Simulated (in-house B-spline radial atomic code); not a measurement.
Configurations of Kr4+, with energies counted from [Ar] 3d10 4s2 4p2. Method: scalar-relativistic (X2C) B3LYP, spin-polarised, spherical fractional occupations, exact exchange averaged over the configuration, Fermi nucleus of rms radius 4.1884 fm. Calculated with a radial B-spline atomic code at the basis-set limit. Shells without spins written out take the highest spin.

Occupations are held fixed; configurations that lie above the ionisation limit could autoionise.

| configuration | E - E(ref) (eV) | highest orbital | its <r> (bohr) |
| --- | --- | --- | --- |
| [Ar] 3d10 4s2 4p1 4d1 | 23.663 | 4d up | 2.059 |
| [Ar] 3d10 4s2 4p1 5s1 | 29.109 | 5s up | 2.999 |
| [Ar] 3d10 4s2 4p1 5d1 | 42.314 | 5d up | 4.2 |
| [Ar] 3d10 4s1 4p2 5s1 | 42.993 | 5s up | 2.978 |
| [Ar] 3d9 4s2 4p2 4f1 | 129.25 | 4f up | 2.953 |

Order these further configurations by energy, lowest first.
A. [Ar] 3d10 4s1 4p3
B. [Ar] 3d9 4s2 4p3
C. [Ar] 3d10 4s1 4p2 4d1
D. [Ne] 3s2 3p5 3d10 4s2 4p2 5d1
E. [Ne] 3s2 3p5 3d10 4s2 4p2 5f1

A (12.567 eV), C (36.698 eV), B (85.067 eV), D (247.01 eV), E (254.02 eV).

How far above the reference does [Ar] 3d9 4s2 4p2 5d1 lie?

130.65 eV; its least bound orbital is 5d up with <r> = 4.075 bohr.
